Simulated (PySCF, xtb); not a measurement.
CH3S, SMILES [CH2]S, multiplicity 2.

Harmonic wavenumbers (cm⁻¹) from xtb with GFN2-xTB at its own minimum, in rising order: 341, 486, 786, 892, 998, 1341, 2397, 3136, 3195.

Question: What does PBE-D3(BJ)/def2-TZVP run with PySCF 2.14.0 give at its own minimum? (Estimate from the structure and the level; the computed values follow.)

Answer: 56, 334, 757, 845, 1035, 1357, 2613, 3119, 3244. Paired by order, the mean absolute difference is 94 cm⁻¹ and the zero-point energies are 19.4 and 19.1 kcal/mol.
